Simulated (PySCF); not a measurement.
Computed Raman spectrum (relative Raman activity) of a molecule CH7GeNO. The structure is a stationary point at ωB97X-D3(BJ)/def2-SVP. One conformer was computed; it need not be the lowest. Level of theory: PySCF with ωB97X-D3(BJ)/def2-SVP. Frequencies are harmonic and unscaled.

Lines under 2 % of the strongest are left out, and lines within 2 cm⁻¹ are merged.

ν (cm⁻¹): 547 (vw), 675 (w), 707 (vw), 749 (w), 841 (w), 861 (w), 907 (w), 1099 (vw), 1461 (w), 1479 (w), 1505 (w), 2185 (vs), 2232 (s), 3019 (vs), 3098 (s), 3138 (m), 3645 (s), 3912 (s) (against the strongest line: vs over 80 %, s over 45 %, m over 15 %, w over 4 %, vw less)

Question: Which molecule gave these data?
A. [CH3][Ge@@H]([NH2])[OH]
B. C[NH][GeH2][OH]
C. N[CH2][GeH2][OH]

Answer: B, C[NH][GeH2][OH]
